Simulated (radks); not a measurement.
Q: Species: Sc+. Configuration: [Ar] 3d1 4s1 (the NIST ground configuration). All-electron calculation, Dirac Kohn-Sham, PBE, spin-unpolarised, spherical densities, point nucleus; open shells are shared between the two j in proportion to 2j + 1; speed of light set to 1370.36 atomic units (10 times the physical value, a model run). Program: a radial shooting solver on a logarithmic mesh with Libxc functionals.

Spin-orbit splittings of the eigenvalues, e(l+1/2) - e(l-1/2), with zeta = 2 splitting/(2l+1) and mean radii in bohr:

shell  occ.  splitting (eV)  zeta (eV)  <r> j=l-1/2  <r> j=l+1/2
2p        6         0.04585    0.03057       0.3085       0.3086
3p        6        0.005033   0.003355        1.169        1.169
3d        1               ?          ?        1.687        1.687

Estimate the 3d splitting.

A: 0.0003355 eV (zeta = 0.0001342 eV).
